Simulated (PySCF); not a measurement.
**³¹P chemical shifts**

How the numbers were obtained: coordinates at the GFN2-xTB level, shieldings: GIAO PBE0/pcSseg-1, in PySCF 2.14.0 with density-fitted response routines (no solvent model, non-relativistic, averaged over atoms made equivalent by symmetry, fast rotation or ring inversion, one conformer).

Shieldings were converted by a linear fit to measured shifts: ³¹P (scatter 18.1 ppm rms vs H3PO4, solution or neat liquid). Occasional misses reach two or three times the rms, and more in compound classes unlike the fitted ones.

**Question.** Give the ³¹P shifts of `C=CC/P=P/N([SiH3])[SiH3]`, `CC#C[Si@@](N)(P)[SiH2]P`, `[SiH3]/C=C\S[SiH2]P`, `[SiH3]/C=C\S[SiH2]P`.

**Answer.** 
```tsv
compound	environment	δ (ppm)
[CH2:1]=[CH:2][CH2:3]/[P:4]=[P:5]/[N:6]([SiH3:7])[SiH3:8]	P5: phosphorus bonded to N, P	519.6
[CH2:1]=[CH:2][CH2:3]/[P:4]=[P:5]/[N:6]([SiH3:7])[SiH3:8]	P4: phosphorus bonded to C, P	387.9
[CH3:1][C:2]#[C:3][Si@@:4]([NH2:5])([PH2:6])[SiH2:7][PH2:8]	P6: phosphorus bonded to Si, 2 H	-210.6
[CH3:1][C:2]#[C:3][Si@@:4]([NH2:5])([PH2:6])[SiH2:7][PH2:8]	P8: phosphorus bonded to Si, 2 H	-256.4
[SiH3]/C=C\S[SiH2]P	phosphorus bonded to Si, 2 H	-246.9
[SiH3]/C=C\S[SiH2]P	phosphorus bonded to Si, 2 H	-246.8
```

**Question.** Order these by ³¹P shift, lowest first.
A. FC(F)(F)C(F)(F)C#P
B. Clc1n[nH]cp1
C. P[SiH2][Si@H]1CCS1

**Answer.** C (-253.4 ppm, phosphorus bonded to Si, 2 H), A (40.7 ppm, phosphorus bonded to C), B (93.1 ppm, phosphorus bonded to 2 C, in a 5-membered ring).
